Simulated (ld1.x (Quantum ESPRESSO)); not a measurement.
Which setting gave this result? (Ga (Z = 31), ultrasoft)

Base potential:

| Property | Result |
| --- | --- |
| Element | Ga |
| Generator | ld1.x (Quantum ESPRESSO) 7.5 |
| Type | ultrasoft |
| Functional | LDA (PZ) |
| Relativity | fully relativistic |
| Frozen core | [Ar] |
| Valence charge | 13 |
| Reference configuration | 3d10 4s2 4p1 |
| Partial waves | 4s (bound): rcut 1.40, rcutus 1.55 bohr; 4s channel at -0.05 Ry: rcut 1.40, rcutus 1.55 bohr; 4p (bound): rcut 2.00, rcutus 2.70 bohr; 4p channel at 1.8 Ry: rcut 2.00, rcutus 2.70 bohr; 3d (bound): rcut 1.15, rcutus 1.25 bohr; 3d channel at 2.15 Ry: rcut 1.15, rcutus 1.25 bohr |
| Local potential | all-electron potential smoothed inside 0.95 bohr (lloc = -1) |
| Core correction | none |
| Augmentation charge | PSQ, inside the norm-conserving radii |

Open shells are filled in proportion to 2j + 1 (rel_dist='average').

Cutoffs, loose and tight: the cutoffs (Ry, on a coarse ladder) from which the occupation-weighted sum of valence levels, in a spherical-Bessel basis at the reference potential, stays within 10 and 1 mRy of its value at 400 Ry. They do not see the model core or the augmentation charge, which bear on the density cutoff. Test errors are all-electron minus pseudo excitation energies from the reference, over the configurations 3d10 4s2 4p0; 3d10 4s1 4p0; 3d10 4s0 4p0; 3d9 4s0 4p0; 3d9 4s2 4p2; 3d10 4s1 4p1; 3d10 4s2 4p1.3; variants that change the core or the reference have their own tests.

A file whose overlap is not positive is unfit for use, and its test errors describe a broken file.

Only the s radius is moved (3 further runs of the sweep failed or gave no value and are left out):

| s radius (bohr) | bound ghosts | largest test error (meV) | median size of the test errors |
| --- | --- | --- | --- |
| 1.58 | s | -842 | 5.2 meV |
| 1.78 | s | -830 | 4.5 meV |
| 2.16 | s | -871 | 3.7 meV |
| 2.32 | not determined (overlap not positive) | -879 | 3.5 meV |

Task: One more run gave bound ghosts: s; largest test error (meV): -853; median size of the test errors: 4.1 meV. Which value of the s radius was used?

Result: 1.94 bohr. The median size of the test errors moves one way along this sweep, from 5.2 meV at 1.58 to 3.5 meV at 2.32 bohr, which places the run between 1.78 and 2.16 bohr.
